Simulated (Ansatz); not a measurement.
Basis-set extrapolation for `CC(C)(C)O[Si]O` (PBE0-D4/def2-TZVP geometry, frozen core, Ansatz 0.2.0). Multiplicity 1, RHF reference.

```tsv
	def2-TZVPP	def2-QZVPP
HF	-596.160875	-596.184725
MP2 correlation	-1.281174	-1.371837
CCSD(T) correlation	-1.388229	not run
```

Energies in hartree. Use E(X) = E(∞) + A·exp(−7.88·√X) for Hartree–Fock and E(X) = E(∞) + B·X^(−2.97) for correlation, with X = 3 and 4, and add CCSD(T) minus MP2 of the smaller set to the MP2 limit.

**Question.** What is the CCSD(T) energy at the basis-set limit?

**Answer.** HF limit: -596.184725 + (-0.023850) × 0.13774 = -596.18801. MP2 limit: -1.371837 + (-0.090663) × 0.74074 = -1.43899. Higher-order term: -1.388229 − (-1.281174) = -0.10705. Total: -597.73405 hartree, 5.03 eV below CCSD(T)/def2-TZVPP.
